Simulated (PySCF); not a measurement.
## Correlation energy of Si (silicon, neutral)

[Ne] 3s1 3p3, high-spin 5S determinant (an excited configuration). Computed with PySCF 2.14 in dyall-acv3z, with no relativity, point nucleus. Frozen: [Ne]; 4 electrons correlated; the 23 highest virtual orbitals of each spin left out.

```tsv
level	correlation energy (mhartree)
CCSD	-30.44
(T)	-0.58
CCSD(T)	-31.02
```

Diagnostics: T1 = 0.0023, D1 = 0.0060, largest double amplitude 0.044.

Cost of the coupled-cluster step: roughly 7 core-seconds, for 4 correlated electrons.

Iterations:

```
CC2 = 0
CCSD nocc = (np.int64(4), np.int64(0)), nmo = (85, 85)
frozen orbitals [[0, 1, 2, 3, 4, 90, 91, 92, 93, 94, 95, 96, 97, 98, 99, 100, 101, 102, 103, 104, 105, 106, 107, 108, 109, 110, 111, 112], [0, 1, 2, 3, 4, 90, 91, 92, 93, 94, 95, 96, 97, 98, 99, 100, 101, 102, 103, 104, 105, 106, 107, 108, 109, 110, 111, 112]]
max_cycle = 100
direct = 0
conv_tol = 1e-08
conv_tol_normt = 1e-06
diis_space = 8
diis_start_cycle = 0
Init t2, MP2 energy = -0.021975357893681
Init E_corr(UCCSD) = -0.0219753578944601
cycle = 1  E_corr(UCCSD) = -0.0278697385902278  dE = -0.0058943807  norm(t1,t2) = 0.0352572
cycle = 2  E_corr(UCCSD) = -0.0296156291740214  dE = -0.00174589058  norm(t1,t2) = 0.0115761
cycle = 3  E_corr(UCCSD) = -0.0304513907927529  dE = -0.000835761619  norm(t1,t2) = 0.00397702
cycle = 4  E_corr(UCCSD) = -0.0304446487672901  dE = 6.74202546e-06  norm(t1,t2) = 0.000206116
cycle = 5  E_corr(UCCSD) = -0.0304448558208305  dE = -2.0705354e-07  norm(t1,t2) = 2.7636e-05
cycle = 6  E_corr(UCCSD) = -0.0304445154148653  dE = 3.40405965e-07  norm(t1,t2) = 3.43549e-06
cycle = 7  E_corr(UCCSD) = -0.0304446555230538  dE = -1.40108189e-07  norm(t1,t2) = 7.34582e-07
cycle = 8  E_corr(UCCSD) = -0.0304446094093557  dE = 4.61136982e-08  norm(t1,t2) = 1.94339e-07
cycle = 9  E_corr(UCCSD) = -0.0304446136119151  dE = -4.20255948e-09  norm(t1,t2) = 3.69484e-08
UCCSD converged
E(UCCSD) = -288.7934345264389  E_corr = -0.03044461361191514
UCCSD(T) correction = -0.000575431998410533
```
